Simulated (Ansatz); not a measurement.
Isolated molecules relaxed with PBE0-D4/def2-TZVP in Ansatz; ΔE leaves out vibrations. CCSD(T)/CBS adds triple-zeta CCSD(T) − MP2 to the extrapolated MP2 energy (def2 sets, frozen cores). This one scheme is used for every species. DFT in def2-TZVPP. For Ge outer-core shells are correlated without core-valence functions, which leaves a few kJ/mol of doubt a bond. Scalar relativity is left out up to krypton.

Reaction (hydrogenolysis of a Ge–Cl bond): `[Cl][GeH]([Cl])[Cl]` + H₂ → `[Cl][GeH2][Cl]` + HCl

Question: Is it downhill or uphill in electronic energy at CCSD(T)/CBS, and by how much? (Estimate.)

Answer: The calculation gave: Uphill: ΔE = +49.6 kJ/mol.

Question: What do these levels give: BLYP-D4, BLYP, PBE0, r2SCANh, LC-ωPBE, CCSD(T)/def2-TZVPP? (Estimate.)

Answer: Computed: BLYP-D4 56.1, BLYP 45.0, PBE0 45.8, r2SCANh 53.4, LC-ωPBE 41.5, CCSD(T)/def2-TZVPP 47.8 kJ/mol.

Largest T1 diagnostic among the species: 0.009.

At CCSD(T), def2-SVP lies −7.5 kJ/mol from the extrapolated value and def2-TZVPP −1.9 kJ/mol. The D4 term adds +9.0 kJ/mol with B3LYP and +4.8 kJ/mol with PBE0; it sums over pairs of atoms, weighted by their polarisabilities, and B3LYP, whose exchange is more repulsive, gets the larger term. In def2-TZVPP, CCSD(T) changes the Hartree–Fock value by +9.9 kJ/mol (the triples alone add +4.6 kJ/mol) and MP2 by +19.3 kJ/mol.

B3LYP here is the variant with VWN-RPA as its local correlation; programs differ in this.
